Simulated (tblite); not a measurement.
Species: C₇H₈NOP.
Atom-mapped SMILES: `[CH3:1][C:2](=[O:3])[c:4]1[cH:5][p:6][cH:7][c:8]([CH3:9])[n:10]1` (hydrogens: H11, H12, H13 on C1; H14 on C5; H15 on C7; H16, H17, H18 on C9)

Geometry (GFN2-xTB, Å), atoms numbered from 1 in this order:
```xyz
18
C7H8NOP angstrom
C      2.385    1.182   -0.525
C      2.053    0.399    0.710
O      2.830    0.218    1.618
C      0.660   -0.160    0.749
C      0.285   -0.894    1.862
P     -1.283   -1.608    2.067
C     -1.992   -1.091    0.574
C     -1.343   -0.329   -0.392
C     -2.077    0.050   -1.644
N     -0.099    0.107   -0.308
H      1.688    2.011   -0.620
H      3.406    1.550   -0.472
H      2.255    0.547   -1.397
H      1.025   -1.022    2.642
H     -3.017   -1.383    0.381
H     -1.427    0.643   -2.280
H     -2.391   -0.842   -2.182
H     -2.967    0.628   -1.400
```

Computed values, GFN2-xTB/tblite, gas phase, harmonic and unscaled. This tight-binding method is rough: wavenumbers can miss measured ones by several per cent, in bad cases by 10 to 20. One conformer, not necessarily the lowest.

Harmonic wavenumbers (cm⁻¹): 28.4, 57.3, 97.5, 111.5, 157.8, 161.7, 243.7, 307.3, 327.2, 419.4, 428.7, 481.2, 503.7, 584.9, 617.7, 676.3, 786.6, 839.2, 856.2, 889.3, 921.3, 982.3, 983.7, 999.1, 1018.4, 1035.5, 1122.1, 1175.5, 1198.5, 1327.8, 1358.3, 1362.4, 1389.5, 1436.0, 1438.9, 1447.7, 1469.2, 1476.7, 1522.9, 1745.8, 3016.3, 3025.6, 3035.9, 3042.4, 3044.8, 3049.9, 3061.3, 3063.8.

A = 1733, B = 945.9, C = 616.5 MHz; mass 153.034 u (most abundant isotopes); point group Cs, symmetry number 1.

Task: What is the zero-point energy?

Result: ½Σν̃ = 29164 cm⁻¹ = 348.87 kJ/mol.

Task: Entropy at 400 K, 1 bar (ideal gas, RRHO, classical rotation)?

Result: Translation 177.70, rotation 129.78, vibration 181.23: S = 488.7 J/(mol K).

Task: And Cp and H(400 K) − H(0)?

Result: Cp = 204.69 J/(mol K), of which vibrations give 171.43 (their classical limit is 48 R = 399.1); H(400 K) − H(0) = 49.26 kJ/mol without the zero-point energy, 35.95 from vibrations.

Task: How do the functions run with temperature in this model?

Result: 
```json
{"T (K)": "150", "S (J/(mol K))": "345.0", "Cp (J/(mol K))": "103.8", "H − H(0) (kJ/mol)": "10.57", "G − H(0) (kJ/mol)": "-41.18", "ln q(vib)": "3.96"}
{"T (K)": "250", "S (J/(mol K))": "407.5", "Cp (J/(mol K))": "144.6", "H − H(0) (kJ/mol)": "22.97", "G − H(0) (kJ/mol)": "-78.90", "ln q(vib)": "6.85"}
{"T (K)": "298.15", "S (J/(mol K))": "434.6", "Cp (J/(mol K))": "164.6", "H − H(0) (kJ/mol)": "30.41", "G − H(0) (kJ/mol)": "-99.18", "ln q(vib)": "8.20"}
{"T (K)": "600", "S (J/(mol K))": "584.1", "Cp (J/(mol K))": "265.7", "H − H(0) (kJ/mol)": "96.70", "G − H(0) (kJ/mol)": "-253.74", "ln q(vib)": "16.26"}
{"T (K)": "900", "S (J/(mol K))": "703.5", "Cp (J/(mol K))": "322.2", "H − H(0) (kJ/mol)": "185.67", "G − H(0) (kJ/mol)": "-447.52", "ln q(vib)": "23.58"}
```

q(vib) and H(0) count from the zero-point level.

Task: Blend soft modes into free rotors: weight 1/[1 + (100 cm⁻¹/ν̃)⁴] for the oscillator and the rest for a rotor with moment μB/(μ + B), μ = h/(8π²ν), B = 10⁻⁴⁴ kg m². What vibrational entropy results?

Result: 163.27 J/(mol K) in place of 181.23, which changes −T·S at 400 K by +7.18 kJ/mol.

Task: Which modes carry the vibrational entropy at 400 K?

Result: 28.4 cm⁻¹: 27.29; 57.3 cm⁻¹: 21.46; 97.5 cm⁻¹: 17.07; 111.5 cm⁻¹: 15.97; 157.8 cm⁻¹: 13.13; 161.7 cm⁻¹: 12.94 J/(mol K); the other 42 give 73.38 together.

Task: What must be added to the electronic energy to get the Gibbs energy at 400 K and 1 bar?

Result: ZPE + [H(400 K) − H(0)] − T·S = 348.87 + 49.26 − 195.49 = 202.64 kJ/mol.

Hindered rotation and anharmonicity are outside this model. Other conformers, if any are populated, would add a mixing term that is left out.
